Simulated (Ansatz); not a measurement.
Two structures of BSiH₄Cl₂F, closed shell, reached by relaxing down either side of one saddle point (PBE0-D4/def2-TZVP). Energies are electronic, without zero-point energy. Computed with Ansatz 0.2.0 (basis: def2-TZVPP and def2-QZVPP); correlated methods freeze the cores. Extrapolation: Hartree–Fock as exp(−7.88 √X), correlation as X^−2.97. First:

B1  (-1.286, -0.343, 0.024)
Si2  (0.066, 1.157, -0.100)
Cl3  (-0.770, -2.024, 0.150)
Cl4  (-2.998, -0.050, 0.014)
H5  (1.463, -1.791, 0.153)
F6  (2.340, -1.487, 0.143)
H7  (-0.641, 2.457, -0.221)
H8  (0.903, 1.147, 1.127)
H9  (0.924, 0.933, -1.291)
(Å)

Second:

```
atom    x (Å)    y (Å)    z (Å)
  B1  -0.9833  -1.8875   0.3559
 Si2   0.8470   1.4720  -0.2632
 Cl3  -1.3884  -1.8192  -1.3343
 Cl4  -1.8770  -0.9778   1.5391
  H5   1.1287   0.0705   0.1442
  F6   0.0045  -2.6530   0.7483
  H7  -0.5944   1.6091  -0.5874
  H8   1.1990   2.3825   0.8547
  H9   1.6638   1.8033  -1.4573
```

Q: Which bonds change from the first to the second?

A: BSiH₃Cl₂ ([SiH3][B]([Cl])[Cl]) + HF → BCl₂F ([F][B]([Cl])[Cl]) + SiH₄; bonds formed: B1–F6, Si2–H5; bonds broken: B1–Si2, H5–F6.

Q: Give the saddle point's structure and its height above each. (Judge from chemistry; the value comes from the calculation.)

A: Computed: 121.7 kJ/mol above the first and 259.2 kJ/mol above the second (CCSD(T) at an estimated basis limit (MP2 extrapolated from triple and quadruple zeta, plus CCSD(T) − MP2 in triple zeta)).
B1  (-0.600, -0.846, 0.128)
Si2  (0.425, 1.043, -0.214)
Cl3  (-1.203, -1.457, -1.420)
Cl4  (-1.720, -0.642, 1.483)
H5  (0.864, -0.757, 0.363)
F6  (0.629, -1.815, 0.618)
H7  (-0.806, 1.743, -0.649)
H8  (0.983, 1.689, 1.001)
H9  (1.428, 1.041, -1.310)
(Å)

The T1 diagnostic stays at or below 0.013. The end structure is not quite a true minimum (one mode of 29i cm⁻¹).

Steps of this kind, hydrogen fluoride cutting a network bond, underlie vapour etching and the fluorination step of atomic layer etching.

Labels in which every atom is bracketed show which atoms are joined, not bond orders.

For scale, one of the runs: CCSD(T)/def2-TZVPP, 244 basis functions, launched by `ansatz run in.yaml --threads 4 --pin off --events-out ev --progress --plain --max-ram 9574MiB`. Time: 2 min of wall clock on 4 CPU threads of an Arm Neoverse V2; the host was shared. Peak host memory: 4.6 GiB.
